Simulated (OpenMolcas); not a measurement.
# Cl⁺: the spin-orbit constant, worked from levels

- Program: OpenMolcas 26.06
- Basis: ANO-R3 [6s5p4d3f1g]
- Scalar Hamiltonian: X2C, finite nucleus
- Active space: 4 electrons in 3 orbitals (3p)
- State averaging: 2S+1 = 3 even, 3 roots; 2S+1 = 1 even, 6 roots
- Spin-orbit coupling: RASSI with atomic mean-field integrals over the reference wave functions, term energies averaged over their components

Methods: CASSCF; SS-CASPT2, IPEA 0.25 Eh, imaginary shift 0.1 Eh (closed shells correlated: 2s 2p 3s). Measured levels: NIST Handbook of Basic Atomic Spectroscopic Data.

**The spin-orbit constant.** For the Hund term ³P of p4, E(J) = (A/2) J(J+1) + constant and ζ = -2S·A = -2A. From J = 0 to J = 2 the energy changes by 3 A.

```csv
Source,E(2) - E(0),A,ζ
CASSCF,-943.4,-314.5,629
SS-CASPT2,-941.1,-313.7,627
measured,-996.5,-332.2,664
```

All in cm-1. SS-CASPT2 is off by -5.6 % and CASSCF by -5.3 %. Both methods take the spin-orbit matrix elements from the reference wave functions, so the second can move ζ only through the term energies and any multistate remixing. Second-order mixing with other terms is absorbed into this ζ.

With the s shell closed, the reference lacks s² → p² mixing. Without dynamic correlation excited terms often stand tens of per cent too high (terms of higher spin than the ground term too low), and those without a measured partner can miss by more than the paired ones (holds for CASSCF). Measured partners are found by configuration, term and J. A level has none where our copy of the source lacks it or the pairing is in doubt (some pairs that miss far off the trend of their configuration count as doubtful), and it then counts in no deviation. Only configurations of the active space appear.
